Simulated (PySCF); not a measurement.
Al(F)(OH)(OEt) (C2H6AlFO2), SMILES C(C)[O][Al]([F])[OH]. Geometry: PBE0-D3(BJ)/def2-SVP. The structure was generated by enumeration; whether it is a known compound was not checked. Other conformers were not sampled.

Computed equilibrium geometry at PBE0-D3(BJ)/def2-SVP (PySCF confirms it by a frequency run) as bond lengths and angles (one conformer of several):
Atoms: Al1 F2 O3 H4 O5 C6 C7 H8 H9 H10 H11 H12. Bonds (Å): Al1–F2 1.656, Al1–O3 1.691, Al1–O5 1.680, O3–H4 0.958, O5–C6 1.397, C6–C7 1.516, C6–H8 1.105, C6–H9 1.107, C7–H10 1.102, C7–H11 1.101, C7–H12 1.102. Bond angles (°): F2–Al1–O3 120.4, F2–Al1–O5 117.9, O3–Al1–O5 121.7, Al1–O3–H4 125.1, Al1–O5–C6 136.4, O5–C6–C7 112.5, O5–C6–H8 108.1, O5–C6–H9 110.2, C7–C6–H8 109.9, C7–C6–H9 109.6, H8–C6–H9 106.4, C6–C7–H10 110.4, C6–C7–H11 111.2, C6–C7–H12 110.7, H10–C7–H11 108.0, H10–C7–H12 108.3, H11–C7–H12 108.1.
Charge 0, spin multiplicity 1.
